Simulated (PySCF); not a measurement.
## Structure from 2D NMR

Compound of formula C$_{5}$H$_{5}$F$_{6}$P. Correlations simulated from computed shifts and the bond graph:

HSQC (one-bond C–H):
```tsv
δH	δC
3.23	43.1
2.90	19.8
2.13	19.8
```

COSY cross peaks (H two or three bonds apart, from the bond graph; peaks can be absent where the dihedral angle is near 90°):
```tsv
δH	δH
3.23	2.90
3.23	2.13
2.90	2.13
```

HMBC (two and three bonds, from the bond graph):
```tsv
δH	δC
3.23	137.9, 19.8
2.90	142.9, 137.9, 43.1, 19.8
2.13	142.9, 137.9, 43.1, 19.8
```

Carbons without hydrogens: δ 142.9, 137.9.

- NMR shieldings at PBE0/pcSseg-1/GIAO
- geometry from GFN2-xTB
- run in PySCF
- one averaged value for each set of equivalent atoms, non-relativistic, a single conformation, no solvent

References, each an isolated molecule treated in the same way: $^{1}$H (σref 31.72) and $^{13}$C (σref 186.93) vs TMS.

Exchangeable hydrogens are left out of these lists.

Problem. Which molecule is this?

Solution. SMILES FC(F)(F)C1CP(C(F)(F)F)C1.

Atom-mapped SMILES (the numbers label the heavy atoms): `[F:1][C:2]([F:3])([F:4])[CH:5]1[CH2:6][P:7]([C:8]([F:9])([F:10])[F:11])[CH2:12]1` (H(Xn): hydrogen on atom n). Ha(C6), Ha(C12) are cis to C2 on the ring; Hb(C6), Hb(C12) are trans to C2 on the ring.

- δC 142.9 is C8, a CF3 carbon.
- δC 137.9 is C2, a CF3 carbon.
- δC 43.1 is C5, an sp3 CH in a ring (δH 3.23).
- δC 19.8 is C6/C12, an sp3 CH2 bonded to P (δH 2.13, 2.90).
- HMBC from δH 3.23 reaches the proton-free carbon C2.
- HMBC from δH 2.90 reaches the proton-free carbons C8, C2.
- HMBC from δH 2.13 reaches the proton-free carbons C8, C2.
- COSY links 3.23–2.90, 3.23–2.13, 2.90–2.13.

The shifts were computed for this structure.

Shifts are as computed. Against solution values, carbons near 30 ppm lie about +3 ppm off and those near 130 ppm about +5 ppm. Of 1211 compounds with measured shifts, 218 miss one by over three times the rms of a fit or turn the order of signals round; such compounds aren't used in these exercises.
